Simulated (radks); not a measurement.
Q: Valence configurations of Xe II (all share [Kr]). All-electron calculation, non-relativistic Kohn-Sham, PBE, spin-polarised, spherical densities, point nucleus; open shells are filled with parallel spins first (spin-orbit coupling, left out, can overturn this in heavy ions); relativity is left out, which matters for an element this heavy. Program: a radial shooting solver on a logarithmic mesh with Libxc functionals. Order these by energy: 4d10 5s1 5p6; 4d10 5s2 5p5; 4d9 5s2 5p6; 4d9.5 5s2 5p5.5; 4d10 5s1.5 5p5.5.

A: From the lowest, in eV above it: 4d10 5s2 5p5 0.000; 4d10 5s1.5 5p5.5 5.142; 4d10 5s1 5p6 10.295; 4d9.5 5s2 5p5.5 28.334; 4d9 5s2 5p6 57.918. NIST lists [Kr] 4d10 5s2 5p5 as the ground configuration; this level of theory agrees among the configurations tried. The energies are those of spherical high-spin densities, not of single terms. Relativity is left out, which favours d and f over s occupation in heavy atoms.
